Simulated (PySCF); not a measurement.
PySCF input file for BeH4SSi, SMILES [SiH3][Be][SH], TDDFT-B3LYP/def2-SVPD. Geometry: PBE0-D3(BJ)/def2-TZVP. Other conformers were not sampled.

```python
import numpy as np
from pyscf import gto, scf, dft, tdscf

mol = gto.M(
    atom='''
    Be    0.00656131    0.10493632   -0.13577755
    S     0.49288275    1.24209420   -1.57950663
    H     1.78966835    1.16750491   -1.22253605
    Si   -0.54685740   -1.20306626    1.51606737
    H    -1.41306483   -2.33215592    1.06902948
    H    -1.29041392   -0.47786578    2.58640730
    H     0.65744493   -1.80780799    2.15737223
    ''',
    basis='def2-SVPD',
    charge=0,
    spin=0,
    max_memory=1600,
    verbose=4,
)
mf = dft.RKS(mol, xc='b3lyp').density_fit(auxbasis='def2-universal-jkfit')
mf.grids.level = 3
mf.conv_tol = 1e-9
mf.max_cycle = 100
mf.kernel()
mf.grids = dft.Grids(mol).set(level=1).build(with_non0tab=True)  # coarser grid for the response kernel
td = tdscf.TDDFT(mf)
td.singlet = True
td.nstates = 10
td.conv_tol = 1e-4
td.kernel(x0=td.get_init_guess(mf, 15))
td.analyze()
tt = tdscf.TDA(mf)
tt.singlet = False
tt.nstates = 4
tt.conv_tol = 1e-4
tt.kernel(x0=tt.get_init_guess(mf, 9))
tt.analyze(verbose=3)
```

Program output:

```
PySCF version 2.14.0

[INPUT] verbose = 4
[INPUT] num. atoms = 7
[INPUT] num. electrons = 38
[INPUT] charge = 0
[INPUT] spin (= nelec alpha-beta = 2S) = 0
[INPUT] symmetry False subgroup None
[INPUT] Mole.unit = angstrom
[INPUT] Symbol           X                Y                Z      unit          X                Y                Z       unit  Magmom
[INPUT]  1 Be     0.006561310000   0.104936320000  -0.135777550000 AA    0.012399078918   0.198300905320  -0.256582383364 Bohr   0.0
[INPUT]  2 S      0.492882750000   1.242094200000  -1.579506630000 AA    0.931413409022   2.347217858911  -2.984834942635 Bohr   0.0
[INPUT]  3 H      1.789668350000   1.167504910000  -1.222536050000 AA    3.381983035302   2.206264528985  -2.310258311908 Bohr   0.0
[INPUT]  4 Si    -0.546857400000  -1.203066260000   1.516067370000 AA   -1.033410715192  -2.273465741105   2.864952115690 Bohr   0.0
[INPUT]  5 H     -1.413064830000  -2.332155920000   1.069029480000 AA   -2.670305524955  -4.407135968583   2.020172936286 Bohr   0.0
[INPUT]  6 H     -1.290413920000  -0.477865780000   2.586407300000 AA   -2.438528896126  -0.903035448502   4.887601443576 Bohr   0.0
[INPUT]  7 H      0.657444930000  -1.807807990000   2.157372230000 AA    1.242390859684  -3.416261986900   4.076842663442 Bohr   0.0

nuclear repulsion = 92.5814186595338
number of shells = 43
number of NR pGTOs = 149
number of NR cGTOs = 95
basis = def2-SVPD
ecp = {}


******** <class 'pyscf.df.df_jk.DFRKS'> ********
method = DFRKS
initial guess = minao
damping factor = 0
level_shift factor = 0
DIIS = <class 'pyscf.scf.diis.CDIIS'>
diis_start_cycle = 1
diis_space = 8
diis_damp = 0
SCF conv_tol = 1e-09
SCF conv_tol_grad = None
SCF max_cycles = 100
direct_scf = False
XC library pyscf.dft.libxc version 7.1.2
    S. Lehtola, C. Steigemann, M. J. T. Oliveira, and M. A. L. Marques,  SoftwareX 7, 1–5 (2018)
XC functionals = b3lyp
    P. J. Stephens, F. J. Devlin, C. F. Chabalowski, and M. J. Frisch,  J. Phys. Chem. 98, 11623 (1994)
radial grids:
    Treutler-Ahlrichs [JCP 102, 346 (1995); DOI:10.1063/1.469408] (M4) radial grids

becke partition: Becke, JCP 88, 2547 (1988); DOI:10.1063/1.454033
pruning grids: <function nwchem_prune>
grids dens level: 3
symmetrized grids: False
atomic radii adjust function: <function treutler_atomic_radii_adjust>
small_rho_cutoff = 0
Set gradient conv threshold to 3.16228e-05
Initial guess from minao.
tot grids = 91016
******** <class 'pyscf.df.df.DF'> ********
auxbasis = def2-universal-jkfit
init E= -704.612213071686
  HOMO = -0.303782156188512  LUMO = -0.0837177009351273  gap/eV = 5.98826
cycle= 1 E= -704.664608292553  delta_E= -0.0524  |g|= 0.218  |ddm|= 3.23
  HOMO = -0.243970801875484  LUMO = -0.0660575727369781  gap/eV = 4.84127
cycle= 2 E= -704.659227490442  delta_E= 0.00538  |g|= 0.259  |ddm|= 0.876
  HOMO = -0.283158595386663  LUMO = -0.0591018758264488  gap/eV = 6.09689
cycle= 3 E= -704.682320836742  delta_E= -0.0231  |g|= 0.0226  |ddm|= 0.456
  HOMO = -0.28305407044295  LUMO = -0.0627461068997461  gap/eV = 5.99489
cycle= 4 E= -704.682503706541  delta_E= -0.000183  |g|= 0.0092  |ddm|= 0.0614
  HOMO = -0.282694241603308  LUMO = -0.0614878681591366  gap/eV = 6.01933
cycle= 5 E= -704.682537157691  delta_E= -3.35e-05  |g|= 0.0015  |ddm|= 0.0245
  HOMO = -0.28285404492912  LUMO = -0.0616420506375346  gap/eV = 6.01948
cycle= 6 E= -704.682538031145  delta_E= -8.73e-07  |g|= 0.000476  |ddm|= 0.00346
  HOMO = -0.282854393110987  LUMO = -0.0616088592723449  gap/eV = 6.02040
cycle= 7 E= -704.682538126808  delta_E= -9.57e-08  |g|= 5.76e-05  |ddm|= 0.000929
  HOMO = -0.282838892253469  LUMO = -0.0616036622391589  gap/eV = 6.02012
cycle= 8 E= -704.682538128198  delta_E= -1.39e-09  |g|= 1.62e-05  |ddm|= 0.000126
  HOMO = -0.282840429556791  LUMO = -0.0616060618845813  gap/eV = 6.02009
cycle= 9 E= -704.682538128323  delta_E= -1.25e-10  |g|= 1.33e-06  |ddm|= 3.97e-05
  HOMO = -0.282840386601057  LUMO = -0.0616059975513368  gap/eV = 6.02009
Extra cycle  E= -704.682538128329  delta_E= -5.91e-12  |g|= 9.6e-07  |ddm|= 5.44e-06
converged SCF energy = -704.682538128329
tot grids = 27704


******** <class 'pyscf.tdscf.rks.TDDFT'> for <class 'pyscf.df.df_jk.DFRKS'> ********
nstates = 10 singlet
deg_eia_thresh = 1.000e-03
wfnsym = None
conv_tol = 0.0001
eigh lindep = 1e-12
eigh level_shift = 0
eigh max_cycle = 100


Excitation energies (eV)
[4.84162685 5.26000326 5.72072411 5.8259037  6.12099802 6.6264478
 6.78433123 6.93728884 6.97998915 7.05820747]

** Singlet excitation energies and oscillator strengths **
Excited State   1:      4.84163 eV    256.08 nm  f=0.0000
      19 -> 20       -0.70454
Excited State   2:      5.26000 eV    235.71 nm  f=0.0306
      18 -> 20       -0.68820
Excited State   3:      5.72072 eV    216.73 nm  f=0.0168
      15 -> 21        0.10258
      18 -> 21        0.67899
      19 -> 22        0.13134
Excited State   4:      5.82590 eV    212.82 nm  f=0.1172
      19 -> 21        0.67764
Excited State   5:      6.12100 eV    202.56 nm  f=0.0623
      18 -> 21        0.12181
      19 -> 22       -0.68174
      19 -> 23       -0.10590
Excited State   6:      6.62645 eV    187.11 nm  f=0.2378
      18 -> 22        0.68599
Excited State   7:      6.78433 eV    182.75 nm  f=0.0038
      15 -> 21        0.11138
      16 -> 20       -0.68607
Excited State   8:      6.93729 eV    178.72 nm  f=0.0571
      15 -> 20        0.57402
      17 -> 20       -0.35370
Excited State   9:      6.97999 eV    177.63 nm  f=0.0541
      15 -> 20       -0.34067
      16 -> 21        0.19172
      17 -> 20       -0.55706
Excited State  10:      7.05821 eV    175.66 nm  f=0.0015
      15 -> 21        0.18887
      17 -> 21       -0.28435
      19 -> 23        0.50250
      19 -> 24       -0.28261
      19 -> 26       -0.11616

** Transition electric dipole moments (AU) **
state          X           Y           Z        Dip. S.      Osc.
  1        -0.0011      0.0077      0.0052      0.0001      0.0000
  2        -0.4577      0.0510     -0.1592      0.2375      0.0306
  3        -0.0294      0.2885      0.1895      0.1200      0.0168
  4         0.3829      0.5072     -0.6457      0.8209      0.1172
  5        -0.0673      0.5243      0.3689      0.4155      0.0623
  6         0.4069      0.7078     -0.8935      1.4648      0.2378
  7         0.0559      0.1378      0.0243      0.0227      0.0038
  8        -0.2361      0.2845     -0.4463      0.3359      0.0571
  9        -0.0963      0.3940     -0.3896      0.3163      0.0541
 10         0.0174     -0.0166      0.0885      0.0084      0.0015

** Transition velocity dipole moments (imaginary part, AU) **
state          X           Y           Z        Dip. S.      Osc.
  1        -0.0002      0.0005      0.0002      0.0000      0.0000
  2        -0.0923      0.0099     -0.0317      0.0096      0.0332
  3        -0.0063      0.0618      0.0408      0.0055      0.0175
  4         0.0818      0.1042     -0.1328      0.0352      0.1095
  5        -0.0152      0.1174      0.0826      0.0208      0.0618
  6         0.0978      0.1732     -0.2194      0.0877      0.2401
  7         0.0145      0.0355      0.0074      0.0015      0.0041
  8        -0.0606      0.0697     -0.1103      0.0207      0.0541
  9        -0.0284      0.1012     -0.0989      0.0208      0.0541
 10         0.0057     -0.0062      0.0215      0.0005      0.0014

** Transition magnetic dipole moments (imaginary part, AU) **
state          X           Y           Z
  1        -0.0261     -0.1554      0.2100
  2        -0.0990      0.6828      0.5053
  3         0.9112     -0.0850      0.2850
  4        -0.0277     -0.0269     -0.0260
  5        -0.3057      0.1371     -0.2423
  6        -0.0093     -0.0639     -0.0668
  7        -0.0071     -0.3298      0.3456
  8         0.0452     -0.3338     -0.3087
  9         0.1040      0.0172      0.0621
 10         0.0883     -0.0831      0.1025


******** <class 'pyscf.tdscf.rks.TDA'> for <class 'pyscf.df.df_jk.DFRKS'> ********
nstates = 4 triplet
deg_eia_thresh = 1.000e-03
wfnsym = None
conv_tol = 0.0001
eigh lindep = 1e-12
eigh level_shift = 0
eigh max_cycle = 100


Excitation energies (eV)
[4.32327431 4.69768163 4.7529669  4.92068646]

** Triplet excitation energies and oscillator strengths **
Excited State   1:      4.32327 eV    286.78 nm  f=0.0000
Excited State   2:      4.69768 eV    263.93 nm  f=0.0000
Excited State   3:      4.75297 eV    260.86 nm  f=0.0000
Excited State   4:      4.92069 eV    251.97 nm  f=0.0000
```

The run converged.

Cost: around 70 core-seconds (rough).
